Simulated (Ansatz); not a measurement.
Basis sets compared for TiCl3. Total charge 0; doublet. Geometry r2SCAN-D4/def2-SVP. Ansatz on 4 threads of Arm Neoverse V1 on a shared host; times are rough, and most runs start from earlier orbitals.

Cartesian coordinates in Å:
```
Ti -0.003 0.003 -0.007
Cl 1.812 -0.599 -1.069
Cl -1.660 -1.408 0.213
Cl -0.149 2.005 0.863
```

The 6-31G sets use Cartesian d functions.

Binding counts from free atoms (Ti triplet, Cl doublet) in the same basis, without a counterpoise term.

```csv
level,functions,energy (Eh),HOMO (eV),LUMO (eV),binding per atom (eV),wall time
HF/STO-3G,45,-2203.8269,-8.29,4.85,4.33,0.25 s
HF/6-31G,68,-2226.9744,-12.78,0.26,2.16,0.7 s
PBE-D4/def2-SVP,85,-2228.9435,-5.34,-4.22,3.82,1.7 s
PBE-D4/def2-TZVP,156,-2229.5373,-5.50,-4.39,–,2.8 s
r2SCAN-D4/def2-TZVP,156,-2230.2004,-6.13,-4.26,–,7.5 s
PBE0-D4/def2-SVP,85,-2229.0716,-7.71,-3.23,3.56,2.9 s
PBE0-D4/def2-TZVP (with forces),156,-2229.6599,-7.70,-3.26,3.57,11 s
```

(1) Estimate the rows for PBE-D4/def2-TZVPD, r2SCAN-D4/def2-TZVPD, PBE0-D4/def2-TZVPD.

Results:

(1) 
```csv
level,functions,energy (Eh),HOMO (eV),LUMO (eV),binding per atom (eV),wall time
PBE-D4/def2-TZVPD,186,-2229.5392,-5.53,-4.43,–,4.2 s
r2SCAN-D4/def2-TZVPD,186,-2230.2018,-6.14,-4.28,–,11 s
PBE0-D4/def2-TZVPD,186,-2229.6614,-7.71,-3.28,3.57,14 s
```
